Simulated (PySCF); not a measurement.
Species: C2H7B2BrO2.
Z-matrix (Å and degrees, PBE0-D3(BJ)/def2-SVP geometry), rows numbered from 1:
```
C 
O   1  1.4040
B   2  1.3416  1  126.06
C   3  1.5902  2  123.79  1    -4.35
O   4  1.4225  3  112.72  2   166.82
B   5  1.3277  4  124.52  3   -64.27
Br  6  1.9405  5  121.00  4    -1.27
H   1  1.1009  2  109.29  3  -112.93
H   1  1.1002  2  108.91  3   129.06
H   1  1.1015  2  113.09  3     8.21
H   3  1.2104  2  116.14  1   179.85
H   4  1.1038  3  112.64  2    42.50
H   4  1.1048  3  108.91  2   -75.32
H   6  1.2016  5  120.45  4   179.41
```

Method: PySCF 2.14.0, PBE0-D3(BJ)/def2-SVP geometry optimisation, gas phase.

Take the most abundant isotopes and a rigid rotor. The values belong to one conformer with, in the numbering `[CH3:1][O:2][BH:3][CH2:4][O:5][BH:6][Br:7]`, C1–O2–B3–C4 -4°, O2–B3–C4–O5 167°, B3–C4–O5–B6 -64°, C4–O5–B6–Br7 -1°.

Problem. Give the principal moments of inertia and the rotational constants in cm⁻¹.

Solution. Ia = 185.91, Ib = 528.50, Ic = 658.70 u·Å²; 505379 MHz·u·Å²/I gives 2718, 956.3 and 767.2 MHz, that is A = 0.09067, B = 0.03190, C = 0.02559 cm⁻¹.

Problem. What kind of rotor is it?

Solution. An asymmetric top: κ = (2 × 956.3 − 2718 − 767.2)/(2718 − 767.2) = -0.81.

Problem. Is it planar, by Δ = Ic − Ia − Ib?

Solution. Not planar: Δ = Ic − Ia − Ib = -55.71 u·Å². For a rigid frame Δ = −2 Σ m c², so Σ m c² = 27.86 u·Å² lies off the ab plane: 9.12 from hydrogen and 18.74 from heavier atoms. The atom farthest from that plane is 1.87 Å away.

Problem. Give the other two planar moments, Paa and Pbb, and the rms extents of the mass along the axes.

Solution. Paa = Σ m a² = (Ib + Ic − Ia)/2 = 500.64 and Pbb = Σ m b² = (Ia + Ic − Ib)/2 = 158.06 u·Å². With the mass M = 163.98 u, the rms extents √(P/M) along a, b and c are 1.75, 0.98, 0.41 Å.

Problem. Give the coordinates in the principal-axis frame, origin at the centre of mass.

Solution. The sense of each axis is arbitrary; atoms in the order of the calculation.
```tsv
atom	mass (u)	a (Å)	b (Å)	c (Å)
C1	12.000	-3.260	-0.897	0.618
O2	15.995	-2.619	-0.573	-0.588
B3	11.009	-1.648	0.339	-0.746
C4	12.000	-1.128	1.288	0.420
O5	15.995	0.089	1.947	0.090
B6	11.009	1.245	1.329	-0.125
Br7	78.918	1.392	-0.599	0.032
H8	1.008	-2.994	-1.926	0.906
H9	1.008	-4.349	-0.854	0.466
H10	1.008	-2.993	-0.220	1.445
H11	1.008	-1.219	0.472	-1.870
H12	1.008	-1.007	0.755	1.379
H13	1.008	-1.875	2.082	0.596
H14	1.008	2.228	1.959	-0.410
```

Problem. Predict some low-J microwave lines.

Solution. The dipole components are |μa| = 2.46 D, |μb| = 0.08 D, |μc| = 2.07 D. Intensities carry the squares of the components, which stand as 1.00 : 0.00 : 0.71 (a : b : c). Some of the stronger lines:

```json
{"type": "a", "branch": "Q", "J(Ka,Kc)": "2(1,1) ← 2(1,2)", "MHz": "567", "lower level (cm⁻¹)": "0.225"}
{"type": "c", "branch": "Q", "J(Ka,Kc)": "2(1,2) ← 2(0,2)", "MHz": "1587", "lower level (cm⁻¹)": "0.172"}
{"type": "a", "branch": "R", "J(Ka,Kc)": "1(0,1) ← 0(0,0)", "MHz": "1723", "lower level (cm⁻¹)": "0.000"}
{"type": "c", "branch": "Q", "J(Ka,Kc)": "1(1,1) ← 1(0,1)", "MHz": "1762", "lower level (cm⁻¹)": "0.057"}
{"type": "a", "branch": "R", "J(Ka,Kc)": "2(1,2) ← 1(1,1)", "MHz": "3258", "lower level (cm⁻¹)": "0.116"}
{"type": "a", "branch": "R", "J(Ka,Kc)": "2(0,2) ← 1(0,1)", "MHz": "3433", "lower level (cm⁻¹)": "0.057"}
{"type": "a", "branch": "R", "J(Ka,Kc)": "2(1,1) ← 1(1,0)", "MHz": "3636", "lower level (cm⁻¹)": "0.123"}
{"type": "c", "branch": "R", "J(Ka,Kc)": "1(1,0) ← 0(0,0)", "MHz": "3675", "lower level (cm⁻¹)": "0.000"}
{"type": "c", "branch": "Q", "J(Ka,Kc)": "2(2,1) ← 2(1,1)", "MHz": "5286", "lower level (cm⁻¹)": "0.244"}
{"type": "c", "branch": "R", "J(Ka,Kc)": "2(1,1) ← 1(0,1)", "MHz": "5587", "lower level (cm⁻¹)": "0.057"}
{"type": "c", "branch": "R", "J(Ka,Kc)": "2(2,0) ← 1(1,0)", "MHz": "8937", "lower level (cm⁻¹)": "0.123"}
{"type": "c", "branch": "R", "J(Ka,Kc)": "2(2,1) ← 1(1,1)", "MHz": "9111", "lower level (cm⁻¹)": "0.116"}
```

Problem. Estimate the classical rotational partition function at 10 K, 25 K and 200 K.

Solution. Point group C1, symmetry number σ = 1; q = (√π/σ)·√((kT/h)³/(ABC)), k/h = 20836.6 MHz/K: 3770 at 10 K, 14900 at 25 K, 338000 at 200 K.

PBE0-D3(BJ)/def2-SVP frequencies: not computed here. These are rigid-rotor constants of the computed structure; measured ground-state constants (B0) also hold zero-point vibration. A rigid rotor knows nothing of internal rotation, which can split or shift real lines. Quadrupole hyperfine structure (11B, 79Br) is left out.

Hardware: an Arm Neoverse V1 with one thread, shared host. Cost: 95 s of wall time, 0.66 GiB resident at most. These figures are those of the optimisation.
